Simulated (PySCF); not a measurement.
## Small edits and their spectra

Starting compound: `CO[SiH2]/C=C\C=C\F`, C$_{5}$H$_{9}$FOSi.

1H NMR (400 MHz, computed): δ 7.09 (m, 1H), 6.78 (m, 1H), 6.04 (m, 1H), 6.03 (m, 1H), 5.41 (d, 2H), 3.85 (s, 3H). 13C{1H} NMR (computed): δ 166.1 (CH), 146.8 (CH), 132.0 (CH), 120.7 (CH), 53.6 (CH3).

PySCF 2.14.0 with density-fitted response routines calculation with GFN2-xTB geometry and NMR shieldings at PBE0/pcSseg-1/GIAO; averaged over atoms made equivalent by symmetry, fast rotation or ring inversion, no solvent model, single conformer, non-relativistic.

Chemical shifts δ = σref − σ; 1H (σ = 31.72 ppm) and 13C (σ = 186.93 ppm) against TMS, all at this level. Splittings of carbon signals by F and P are missing where no couplings were computed. Where no couplings were computed, multiplicities follow the n + 1 count of equivalent neighbours, and m marks all less simple cases (inequivalent or close neighbours, rings, F or P nearby). Shifts are as computed. Against solution values, carbons near 30 ppm lie about +3 ppm off and those near 130 ppm about +5 ppm. Of 1211 compounds with measured shifts, 218 miss one by over three times the rms of a fit or turn the order of signals round; such compounds aren't used in these exercises.

**Question.** What are the spectra after this edit: terminal F group replaced by H, giving `C=C/C=C\[SiH2]OC`?

**Answer.** 1H NMR (400 MHz, computed): δ 7.27 (m, 1H), 7.22 (m, 1H), 5.75 (m, 1H), 5.74 (m, 1H), 5.66 (m, 1H), 5.13 (d, 2H), 3.71 (s, 3H). 13C{1H} NMR (computed): δ 160.1 (CH), 146.1 (CH), 132.6 (CH), 129.7 (CH2), 52.8 (CH3).

**Question.** What are the spectra after this edit: H on C replaced by CH3, giving `CO[SiH2]/C=C/C=C(\C)F`?

**Answer.** 1H NMR (400 MHz, computed): δ 6.99 (m, 1H), 6.12 (m, 1H), 5.43 (m, 1H), 5.15 (d, 2H), 3.91 (s, 3H), 2.20 (m, 3H). 13C{1H} NMR (computed): δ 173.7 (C), 148.5 (CH), 127.7 (CH), 118.9 (CH), 54.2 (CH3), 17.0 (CH3).

**Question.** What are the spectra after this edit: H on Si replaced by vinyl, giving `C=C[Si@H](/C=C\C=C\F)OC`?

**Answer.** 1H NMR (400 MHz, computed): δ 7.08 (m, 1H), 6.69 (m, 1H), 6.51 (m, 1H), 6.42 (m, 1H), 6.19 (m, 1H), 6.15 (m, 1H), 6.08 (m, 1H), 5.53 (m, 1H), 3.89 (s, 3H). 13C{1H} NMR (computed): δ 165.3 (CH), 145.9 (CH), 143.4 (CH), 140.9 (CH2), 139.7 (CH), 122.3 (CH), 53.1 (CH3).
